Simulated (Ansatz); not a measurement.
Reaction (substitution at a C–Si bond): `CC[SiH](F)I` + `B[SiH2]O` → `B[SiH2]OCC` + `F[SiH2]I`

Isolated molecules relaxed with PBE0-D4/def2-TZVP in Ansatz; ΔE leaves out vibrations. CCSD(T)/CBS is the MP2 limit (def2-TZVPP, def2-QZVPP) plus CCSD(T) − MP2 in def2-TZVPP, frozen cores. DFT in def2-TZVPP. Elements past krypton have def2 core potentials. For I outer-core shells are correlated without core-valence functions, which leaves a few kJ/mol of doubt a bond. One conformer a species, not always the lowest.

```tsv
level	ΔE (kJ/mol)
PBE-D4	87.6
B2PLYP	82.7
PBE0	86.6
MP2/def2-TZVPP	94.2
CCSD(T)/def2-TZVPP	86.1
HF/def2-QZVPP	68.5
HF/CBS(def2)	68.4
CCSD/CBS(def2)	88.7
```

(1) What does CCSD(T)/CBS give? (Estimate.)

Largest T1 diagnostic among the species: 0.012.

Answers

(1) The calculation gave: +90.2 kJ/mol. The listed levels differ from it by -2.6, -7.5, -3.6, 4.0, -4.1, -21.7, -21.8, -1.5 kJ/mol.

In def2-TZVPP, CCSD(T) changes the Hartree–Fock value by +16.9 kJ/mol (the triples alone add +1.5 kJ/mol) and MP2 by +25.0 kJ/mol. The D4 term adds +4.8 kJ/mol with B3LYP and +2.5 kJ/mol with PBE0; it sums over pairs of atoms, weighted by their polarisabilities, and B3LYP, whose exchange is more repulsive, gets the larger term.

B3LYP here is the variant with VWN-RPA as its local correlation; programs differ in this.
